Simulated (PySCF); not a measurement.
Al(Cl)(NCO)(OH) (CHAlClNO₂), SMILES O=C=[N][Al]([OH])[Cl]. Geometry optimised at PBE0-D3(BJ)/def2-SVP. One conformer was computed; it need not be the lowest.

Computed equilibrium geometry at PBE0-D3(BJ)/def2-SVP (PySCF confirms it by a frequency run) as Cartesian coordinates in Å, and its point group (one conformer of several):
point group Cs.
```xyz
7

Al    -0.4158    -0.5670     0.0000
Cl     1.1816    -1.8973     0.0000
N     -0.1040     1.1687     0.0000
C      0.1794     2.3363     0.0000
O      0.4449     3.4722     0.0000
O     -1.9740    -1.2048     0.0000
H     -2.7967    -0.7142     0.0000
```
Charge 0, spin multiplicity 1.
